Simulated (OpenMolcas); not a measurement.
Multiplet structure of Co+

```yaml
Program: OpenMolcas 26.06
Method: CASSCF
Basis: ANO-RCC-VTZP [6s5p3d2f1g]
Scalar_Hamiltonian: DKH2, point nucleus
Active_space: 8 electrons in 11 orbitals (3d 4s 4d)
State_averaging: 2S+1 = 3 even, 26 roots; 2S+1 = 5 even, 10 roots kept (CI in the orbitals of an earlier block); 2S+1 = 1 even, 14 roots kept (CI in the orbitals of an earlier block)
Spin-orbit_coupling: RASSI with atomic mean-field integrals over the reference wave functions, term energies averaged over their components
```

Spin-free terms above the lowest, with the occupations of the reference (each correlating shell added to its valence partner):

| Configuration | Term | E (eV) | Occupations |
| --- | --- | --- | --- |
| 3d8 | 3F | 0.0000 | 3d 8.00 |
| 3d7 4s | 5F | 0.0629 | 3d 7.00 4s 1.00 |
| 3d7 4s | 3F | 0.9948 | 3d 7.00 4s 1.00 |
| 3d8 | 1D | 1.6791 | 3d 7.99 4s 0.01 |
| 3d8 | 3P | 1.8700 | 3d 7.96 4s 0.04 |
| 3d7 4s | 5P | 2.0873 | 3d 7.00 4s 1.00 |

With spin-orbit coupling, above the lowest level:

```csv
Configuration,Term,J,E (eV),Measured (eV),g,Term weight %
3d8,3F,4,0.0000,0.0000,1.250,100
3d7 4s,5F,5,0.0489,0.4154,1.401,100
3d8,3F,3,0.1152,0.1178,1.084,100
3d7 4s,5F,4,0.1305,0.4995,1.350,100
3d8,3F,2,0.1955,0.1980,0.667,100
3d7 4s,5F,3,0.1962,0.5655,1.250,100
3d7 4s,5F,2,0.2455,0.6137,0.999,100
3d7 4s,5F,1,0.2782,0.6453,-0.002,100
3d7 4s,3F,4,1.0024,1.2166,1.250,100
3d7 4s,3F,3,1.1079,1.3277,1.084,100
3d7 4s,3F,2,1.1865,1.4037,0.666,100
3d8,1D,2,1.7320,,1.084,83
3d8,3P,2,1.9628,,1.421,82
3d8,3P,1,1.9846,,1.510,99
3d8,3P,0,2.0165,,,100
3d7 4s,5P,3,2.1429,,1.668,100
3d7 4s,5P,2,2.1929,,1.830,99
3d7 4s,5P,1,2.2226,,2.495,99
```

Against the 10 measured excited levels shown (NIST Handbook of Basic Atomic Spectroscopic Data) the mean absolute deviation is 2000 cm-1; the largest miss in energy is 3d7 4s 5F3: computed 0.1962, measured 0.5655 eV (-65.3 %), and the largest in proportion 3d7 4s 5F5 (-88.2 %).

Spin-orbit coupling puts the lowest level 0.0867 eV below the lowest spin-free term.

For 3F the intervals divided by the larger J are -216.0, -232.2 cm-1. Landé's interval rule makes them equal in pure LS coupling; they differ by 7 % of their mean. The multiplet is inverted.

Without dynamic correlation excited terms often stand tens of per cent too high (terms of higher spin than the ground term too low), and those without a measured partner can miss by more than the paired ones. Terms from blocks run as CI alone lack orbitals of their own. Active for correlation alone: 4d; no level in the range computed is led by a configuration that fills it, so any true level of that kind is missing. Measured partners are found by configuration, term and J. A level has none where our copy of the source lacks it or the pairing is in doubt (some pairs that miss far off the trend of their configuration count as doubtful), and it then counts in no deviation. Levels of configurations outside the active space are missing. The first state left out of the spin-orbit step lies near 24000 cm-1 above the lowest spin-free state of the reference (among the parities and spins computed), and the list stops at four fifths of that energy or lower.

The RASSCF and RASSI steps took 79 min on 1 thread of Intel(R) Xeon(R) 6975P-C (Granite Rapids), on a shared host; the integral step is not counted.

The term weight is that of the spin-free term in the level, not the purity of its configuration.
